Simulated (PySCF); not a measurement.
Isomers of C7H12N2Si.

All values: PBE0/pcSseg-1 (PySCF) at GFN2-xTB geometries, gas phase, one conformer each.

(1) Rank by HOMO–LUMO gap, lowest first.
A. `[CH:1]#[C:2][C@@H:3]([C:4]#[N:5])[CH2:6][SiH2:7][CH2:8][NH:9][CH3:10]` with C2–C3–C6–Si7 170°, C3–C6–Si7–C8 62°, C6–Si7–C8–N9 57°, Si7–C8–N9–C10 169°
B. `[Si@H]1(C(C)(C)C)CC(C#N)=N1`
C. `C[Si](C)(C)c1cccnn1`
D. `[CH2:1]=[CH:2]/[C:3]([CH3:4])=[N:5]/[C@@H:6]([SiH3:7])[CH2:8][C:9]#[N:10]` with C1–C2–C3–C4 -2°, C3–N5–C6–Si7 89°, N5–C6–C8–C9 180°

(2) Rank by dipole moment, lowest first.
A. `[Si](C)(C)(C)c1cccnn1`
B. `[CH3:1][c:2]1[cH:3][cH:4][cH:5][cH:6][c:7]1[NH:8][NH:9][SiH3:10]` with C6–C7–N8–N9 -26°, C7–N8–N9–Si10 -67°
C. `[CH2:1]=[CH:2][c:3]1[cH:4][n:5][n:6]([SiH:7]([CH3:8])[CH3:9])[cH:10]1` with C1–C2–C3–C4 180°, N5–N6–Si7–C8 60°
D. `CC(C)(C)[Si@H]1CC(C#N)=N1`
E. `[CH:1]#[C:2][C@@H:3]([C:4]#[N:5])[CH2:6][SiH2:7][CH2:8][NH:9][CH3:10]` with C2–C3–C6–Si7 170°, C3–C6–Si7–C8 62°, C6–Si7–C8–N9 57°, Si7–C8–N9–C10 169°
F. `[CH2:1]=[CH:2]/[C:3]([CH3:4])=[N:5]/[C@@H:6]([SiH3:7])[CH2:8][C:9]#[N:10]` with C1–C2–C3–C4 -2°, C3–N5–C6–Si7 89°, N5–C6–C8–C9 180°

(3) Rank by the highest IAO charge on any atom, lowest value first.
A. `[CH:1]#[C:2][C@@H:3]([C:4]#[N:5])[CH2:6][SiH2:7][CH2:8][NH:9][CH3:10]` with C2–C3–C6–Si7 170°, C3–C6–Si7–C8 62°, C6–Si7–C8–N9 57°, Si7–C8–N9–C10 169°
B. `[CH2:1]=[CH:2][c:3]1[cH:4][n:5][n:6]([SiH:7]([CH3:8])[CH3:9])[cH:10]1` with C1–C2–C3–C4 180°, N5–N6–Si7–C8 60°
C. `[CH3:1][c:2]1[cH:3][cH:4][cH:5][cH:6][c:7]1[NH:8][NH:9][SiH3:10]` with C6–C7–N8–N9 -26°, C7–N8–N9–Si10 -67°
D. `CC(C)(C)[Si@H]1CC(C#N)=N1`
E. `[CH2:1]=[CH:2]/[C:3]([CH3:4])=[N:5]/[C@@H:6]([SiH3:7])[CH2:8][C:9]#[N:10]` with C1–C2–C3–C4 -2°, C3–N5–C6–Si7 89°, N5–C6–C8–C9 180°
F. `n1ncccc1[Si](C)(C)C`

## Answers

(1) C (5.15 eV), B (5.54 eV), D (5.93 eV), A (6.39 eV).

(2) B (0.79 D), C (1.74 D), E (2.46 D), A (3.71 D), F (4.49 D), D (5.39 D).

(3) E (+0.597 e), C (+0.740 e), A (+0.757 e), D (+1.008 e), B (+1.053 e), F (+1.073 e).

All values together:

```csv
SMILES,μ (D),HOMO (eV),LUMO (eV),lowest IAO charge (e),highest IAO charge (e),lowest Hirshfeld charge (e),highest Hirshfeld charge (e)
C=Cc1cnn([SiH](C)C)c1,1.74,-6.28,-0.46,-0.728 (C),+1.053 (Si),-0.213 (C),+0.432 (Si)
Cc1ccccc1NN[SiH3],0.79,-5.87,0.05,-0.586 (N),+0.740 (Si),-0.197 (N),+0.343 (Si)
C[Si](C)(C)c1ccnnc1,4.87,-6.47,-1.43,-0.722 (C),+1.066 (Si),-0.215 (C),+0.415 (Si)
CC(C)(C)[Si@H]1CC(C#N)=N1,5.39,-7.58,-2.04,-0.572 (C),+1.008 (Si),-0.251 (N),+0.418 (Si)
C=C/C(C)=N/[C@@H]([SiH3])CC#N,4.49,-7.35,-1.42,-0.462 (C),+0.597 (Si),-0.229 (N),+0.312 (Si)
C[Si](C)(C)c1cccnn1,3.71,-6.46,-1.31,-0.722 (C),+1.073 (Si),-0.218 (C),+0.410 (Si)
C#C[C@@H](C#N)C[SiH2]CNC,2.46,-6.37,0.02,-0.525 (C),+0.757 (Si),-0.200 (N),+0.339 (Si)
```

Conformers: `[CH2:1]=[CH:2][c:3]1[cH:4][n:5][n:6]([SiH:7]([CH3:8])[CH3:9])[cH:10]1` with C1–C2–C3–C4 180°, N5–N6–Si7–C8 60°; `[CH3:1][c:2]1[cH:3][cH:4][cH:5][cH:6][c:7]1[NH:8][NH:9][SiH3:10]` with C6–C7–N8–N9 -26°, C7–N8–N9–Si10 -67°; `[CH2:1]=[CH:2]/[C:3]([CH3:4])=[N:5]/[C@@H:6]([SiH3:7])[CH2:8][C:9]#[N:10]` with C1–C2–C3–C4 -2°, C3–N5–C6–Si7 89°, N5–C6–C8–C9 180°; `[CH:1]#[C:2][C@@H:3]([C:4]#[N:5])[CH2:6][SiH2:7][CH2:8][NH:9][CH3:10]` with C2–C3–C6–Si7 170°, C3–C6–Si7–C8 62°, C6–Si7–C8–N9 57°, Si7–C8–N9–C10 169°.
